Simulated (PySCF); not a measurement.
C₄H₅Br, SMILES C=C/C=C/Br. Heavy atoms are numbered as in [CH2:1]=[CH:2]/[CH:3]=[CH:4]/[Br:5]. Hydrogens are named by the atom that carries them.

Coordinates come from a B3LYP-D3(BJ)/def2-SVP optimisation. The values are those of a single conformer.

Method: PBE/pcSseg-1 (PySCF).

GIAO shieldings, no solvent; atoms alike by connectivity are averaged. δ = σ(ref) − σ: ¹³C against TMS (σ = 182.0 ppm); ¹H against TMS (σ = 31.49 ppm), references at their B3LYP-D3(BJ)/def2-TZVP geometries, non-relativistic (without spin–orbit terms, shifts of atoms bonded to Cl or Br come out too high).

Q: Estimate the chemical shifts. (Estimate from the structure and the level; the computed values follow.)

A: 
```tsv
nucleus	atoms	count	δ (ppm)
¹³C	C3 (CH)	1	147.6
¹³C	C2 (CH)	1	142.9
¹³C	C4 (CH)	1	137.0
¹³C	C1 (CH2)	1	125.2
¹H	H on C3	1	6.89
¹H	H on C4	1	6.59
¹H	H on C2	1	6.59
¹H	H on C1	2	5.64
```
